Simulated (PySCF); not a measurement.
C4H4F2, SMILES F/C=C\C(=C)F. The structure is a stationary point at PBE-D3(BJ)/def2-SVP. The structure was generated by enumeration; whether it is a known compound was not checked. One conformer was computed; it need not be the lowest.

Level of theory: PySCF with PBE-D3(BJ)/def2-SVP.

Harmonic wavenumbers (cm⁻¹): 82, 176, 329, 347, 448, 637, 695, 763, 773, 802, 858, 896, 926, 1042, 1243, 1282, 1336, 1405, 1632, 1699, 3114, 3117, 3145, 3224. Rotational constants (GHz): 7.983, 2.502, 1.905; symmetry number 1.

Task: Work out the zero-point energy and the ideal-gas rigid-rotor harmonic-oscillator thermochemistry at 298.15 K and 1 atm.

Result: ZPE = ½ Σ hcν = ½ × 29971 cm⁻¹ = 179.26 kJ/mol. H − E(el) = 197.42 kJ/mol. Entropy in J/(mol K): translation 164.88, rotation 111.04, vibration 47.99, total 323.90. G − E(el) = 100.85 kJ/mol. Cp = 95.05 J/(mol K). Modes under 150 cm⁻¹ make the vibrational entropy uncertain.
